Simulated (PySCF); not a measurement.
RbSr⁻: from constants to spectrum

RHF-CCSD(T) constants of RbSr⁻, ¹Σ⁺ (singlet), closed shell (PySCF, scalar-relativistic core potentials, basis sets Rb def2-SVPD with ECP28, Sr def2-SVPD with ECP28; masses 84.9118 and 87.9056 u):

| Item | Value |
| --- | --- |
| ωe | 35.8 cm⁻¹ |
| ωexe | 0.163 cm⁻¹ |
| Be | 0.01523 cm⁻¹ |
| αe | 7.96e-05 cm⁻¹ |
| De to Rb⁻ + Sr | 0.338 eV |

(1) What force constant and bond length do these constants imply?

(2) Estimate the centrifugal constant D from the Kratzer relation and find the Dunham coefficient a1.

Correlated steps freeze no core orbitals. The bond is weak. Basis-set superposition, not corrected here, can be much of De in a small basis, most of all at correlated wavefunction levels. For an ion De counts to the pair picked by the measured ionisation energies or electron affinities, which need not be the lowest pair at this level. The CCSD T1 diagnostic is raised, a sign that a single reference may not be enough here.

Results:

(1) Reduced mass μred = 43.191 u; k = 5.8918×10⁻⁷·μred·ωe² (u, cm⁻¹, mdyn/Å) = 0.0326 mdyn/Å; Re = √(16.8576/(μred·Be)) (u, cm⁻¹, Å) = 5.062 Å.

(2) D = 4Be³/ωe² = 1.1e-08 cm⁻¹; a1 = −1 − αeωe/(6Be²) = -3.05.
